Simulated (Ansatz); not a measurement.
Consider the formal exchange of groups at a Ge–O bond: `C[O][Ge][OH]` + `CSC=N` → `C[S][Ge][OH]` + `COC=N`.

Gas-phase electronic energies from Ansatz, PBE0-D4/def2-TZVP geometries. CCSD(T)/CBS is the MP2 limit (def2-TZVPP, def2-QZVPP) plus CCSD(T) − MP2 in def2-TZVPP, frozen cores. Functionals use def2-TZVPP. B3LYP here is the variant with VWN-RPA as its local correlation; programs differ in this. For Ge outer-core shells are correlated without core-valence functions, which leaves a few kJ/mol of doubt a bond. Scalar relativity is left out up to krypton. One conformer a species, not always the lowest.

Q: Is it downhill or uphill in electronic energy at CCSD(T)/CBS, and by how much? (An estimate is asked.)

A: The calculation gave: Downhill: ΔE = -13.0 kJ/mol.

Q: What do these levels give: PBE-D4, r2SCAN-D4, B3LYP-D4, ωB97M-V, PBE, HF/CBS(def2)? (Best estimate.)

A: Ansatz gave: PBE-D4 -19.3, r2SCAN-D4 -17.5, B3LYP-D4 -15.7, ωB97M-V -15.6, PBE -20.0, HF/CBS(def2) -23.7 kJ/mol.

Largest T1 diagnostic among the species: 0.015.

From PBE to PBE0 (25 % exact exchange), in def2-TZVPP and without D4, ΔE moves by −3.8 kJ/mol. In def2-TZVPP, CCSD(T) changes the Hartree–Fock value by +12.0 kJ/mol (the triples alone add +0.9 kJ/mol) and MP2 by +15.8 kJ/mol.
